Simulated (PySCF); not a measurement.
C7H9NO.
SMILES: `CC(=O)NC1=CC=CC1`

Closed-shell single points with PySCF (density fitting; grid level 2 and gas phase unless stated) on one GFN2-xTB geometry.

**Question.** Rank these settings by the dipole moment, lowest first.
A. PBE0/pcSseg-1, IEF-PCM acetone
B. PBE0/def2-SVPD
C. LC-wPBE/6-31G*, IEF-PCM chloroform, grid level 3, damping 0.1 at the start, DIIS from the seventh cycle

**Answer.** B (3.26 D), C (3.90 D), A (4.36 D).

**Question.** Rank these settings by the number of (spherical) basis functions, lowest first.
A. LC-wPBE/6-31G*, IEF-PCM chloroform, grid level 3, damping 0.1 at the start, DIIS from the seventh cycle
B. PBE0/pcSseg-1, IEF-PCM acetone
C. PBE0/def2-SVPD

**Answer.** A (144), B (198), C (255).

All figures of these runs:

| settings | basis functions | SCF cycles | E (Eh) | HOMO (eV) | LUMO (eV) | dipole (D) |
| --- | --- | --- | --- | --- | --- | --- |
| PBE0/def2-SVPD | 255 | 15 | -401.3939 | -5.73 | -0.60 | 3.26 |
| LC-wPBE/6-31G*, IEF-PCM chloroform, grid level 3, damping 0.1 at the start, DIIS from the seventh cycle | 144 | 17 | -401.8537 | -7.92 | 2.04 | 3.90 |
| PBE0/pcSseg-1, IEF-PCM acetone | 198 | 14 | -401.6268 | -5.74 | -0.57 | 4.36 |

Cycle counts include a coarse-grid stage where the run had one. All basis functions are spherical, in the Pople sets too. One conformer (not necessarily the lowest) at the GFN2-xTB geometry, without vibrations or thermal averaging.

The values belong to the conformer `[CH3:1][C:2](=[O:3])[NH:4][C:5]1=[CH:6][CH:7]=[CH:8][CH2:9]1`: C1–C2–N4–C5 180°, C2–N4–C5–C6 180°.
